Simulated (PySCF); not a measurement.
# TiF⁺ at LDA

Level: LDA. PySCF, no relativity, basis sets Ti def2-TZVPPD, F def2-TZVPPD.

- state: ³Σ⁻ (triplet), unpaired electrons δ ↑↑
- bond length: 1.694 Å
- harmonic wavenumber: 839 cm⁻¹
- force constant: 5.64 mdyn/Å
- rotational constant Be: 0.4318 cm⁻¹
- anharmonicity ωexe: 3.64 cm⁻¹
- vibration–rotation constant αe: 0.00261 cm⁻¹
- bond order (Mayer): 1.29
- dipole moment (positive dipole points towards F; it is taken about the centre of mass and depends on that origin): -5.43 D

De is left out where the level can put another filling of the metal’s s and d shells below the measured ground configuration, by anything from nothing to about 1 eV. The state is the lowest single determinant that the PBE0 search found; with open d or f shells the true ground state can be another one.
